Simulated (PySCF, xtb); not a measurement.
CH3Cl2NbO, SMILES [CH3][Nb](=[O])([Cl])[Cl], multiplicity 1.

Harmonic wavenumbers (cm⁻¹) from GFN2-xTB run with xtb at its own minimum, in rising order: 92, 94, 105, 115, 137, 167, 330, 377, 380, 681, 707, 853, 1249, 1422, 1439, 2921, 2947, 2951.

Question: What does PBE-D3(BJ)/def2-SVP (PySCF 2.14.0) give at its own minimum? (An estimate is asked for; the answer gives what the named calculation found.)

Answer: 95, 127, 127, 134, 209, 216, 384, 419, 501, 536, 598, 1004, 1118, 1330, 1337, 2949, 3057, 3066. Paired by order, the mean absolute difference is 78 cm⁻¹ and the zero-point energies are 24.3 and 24.6 kcal/mol.
